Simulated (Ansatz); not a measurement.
Total energies of Ag(CO)H (CHAgO) from Ansatz at CCSD(T)/def2-TZVPP, gas phase (1 Eh = 27.2114 eV = 2625.5 kJ/mol). The reference geometry is relaxed at PBE0-D4/def2-TZVP.

| state | geometry | energy (Eh) |
| --- | --- | --- |
| charge 0 singlet | reference | -260.53225 |
| charge 1 doublet | reference | -260.20350 |
| free Ag atom (doublet) | – | -146.75782 |
| free C atom (triplet) | – | -37.78103 |
| free O atom (triplet) | – | -74.97674 |
| free H atom (doublet) | – | -0.49981 |

In the def2 sets Ag takes a core potential; there is no spin–orbit coupling. Correlated methods freeze 2 core orbitals; core or outer-core shells of Ag are correlated, in sets that lack core-valence functions.

Work out the vertical ionisation energy to the doublet.

E(charge 1 doublet) − E(charge 0 singlet) = -260.20350 − (-260.53225) = 0.32875 Eh = 8.95 eV.

What is the binding energy per atom against free atoms?

Atoms: 1 × (-146.75782) + 1 × (-37.78103) + 1 × (-74.97674) + 1 × (-0.49981) = -260.01540 Eh. Binding: -260.01540 − (-260.53225) = 0.51685 Eh = 14.06 eV, or 3.52 eV for each of 4 atoms (no zero-point energy, no counterpoise term).
